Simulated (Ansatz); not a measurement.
N-butyl-N-methylpyrrolidinium, `CCCC[N+]1(C)CCCC1`. The state is a singlet with charge 1. Geometry r2SCAN-D4/def2-SVP; atoms count from 1.

```csv
atom,x (Å),y (Å),z (Å)
C1,-2.0575,-3.5669,0.6236
C2,-2.0796,-2.0818,0.2844
C3,-0.7142,-1.4163,0.4900
C4,-0.7906,0.0662,0.1746
N5,0.5329,0.8089,0.1806
C6,1.2721,0.5675,1.4572
C7,0.2746,2.3123,0.0172
C8,1.3774,2.8022,-0.9014
C9,1.4720,1.6576,-1.9086
C10,1.4095,0.4189,-1.0254
H11,-1.3366,-4.1119,-0.0066
H12,-3.0465,-4.0205,0.4657
H13,-1.7789,-3.7345,1.6761
H14,-2.3991,-1.9389,-0.7635
H15,-2.8325,-1.5658,0.9070
H16,0.0327,-1.9170,-0.1526
H17,-0.3938,-1.5747,1.5338
H18,-1.4328,0.5886,0.9024
H19,-1.2178,0.2349,-0.8273
H20,0.6034,0.7741,2.3034
H21,2.1403,1.2381,1.4923
H22,1.6104,-0.4747,1.4920
H23,-0.7091,2.4157,-0.4635
H24,0.2320,2.7716,1.0143
H25,2.3267,2.9346,-0.3554
H26,1.1214,3.7700,-1.3559
H27,0.6175,1.6869,-2.6047
H28,2.3904,1.6712,-2.5126
H29,2.3998,0.1515,-0.6322
H30,0.9759,-0.4676,-1.5050
```

Question: Estimate the Mulliken populations of the heavy atoms from the PBE0/def2-TZVP orbitals of Ansatz.

Answer: 
```tsv
atom	charge (e)
C1	-0.37
C2	-0.20
C3	-0.27
C4	-0.29
N5	0.25
C6	-0.41
C7	-0.23
C8	-0.23
C9	-0.21
C10	-0.26
```
Mulliken values depend strongly on the basis.

Question: And the Mayer bond orders between heavy atoms (over 0.3)?

Answer: C1–C2 1.02 (1.52 Å); C2–C3 1.02 (1.53 Å); C3–C4 0.99 (1.52 Å); C4–N5 0.89 (1.52 Å); N5–C6 0.91 (1.49 Å); N5–C7 0.87 (1.53 Å); N5–C10 0.86 (1.54 Å); C7–C8 1.02 (1.52 Å); C8–C9 0.98 (1.53 Å); C9–C10 1.03 (1.52 Å).
